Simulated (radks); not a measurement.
All-electron atom: the gadolinium ion Gd30+ in [Ar] 3d10 4s2 4p4. Method: non-relativistic Kohn-Sham, PBE, spin-polarised, spherical densities, point nucleus; open shells are filled with parallel spins first (spin-orbit coupling, left out, can overturn this in heavy ions); relativity is left out, which matters for an element this heavy; computed with a radial shooting solver on a logarithmic mesh with Libxc functionals. Some entries of the table are withheld. Estimate them.

orbital,occ.,eigenvalue (eV),<r> (bohr)
1s up,1,-48176.22,0.02370
1s down,1,-48174.85,0.02370
2s up,1,-8585.048,0.1008
2s down,1,-8584.307,0.1008
2p up,3,-8224.356,0.08547
2p down,3,-8223.122,0.08548
3s up,1,-2691.424,0.2571
3s down,1,-2690.127,0.2570
3p up,3,-2532.643,0.2465
3p down,3,-2531.156,0.2464
3d up,5,-2240.550,0.2179
3d down,5,-2239.156,0.2178
4s up,1,-1230.203,(1)
4s down,1,-1223.075,(2)
4p up,3,-1163.841,0.5214
4p down,1,-1156.801,0.5217
4d up,0,-1047.174,0.5147
4d down,0,-1040.562,0.5148
5s up,0,-702.2261,0.8901
5s down,0,-699.4754,0.8916

Answer. 
(1) 4s up <r> (bohr): 0.5216
(2) 4s down <r> (bohr): 0.5219
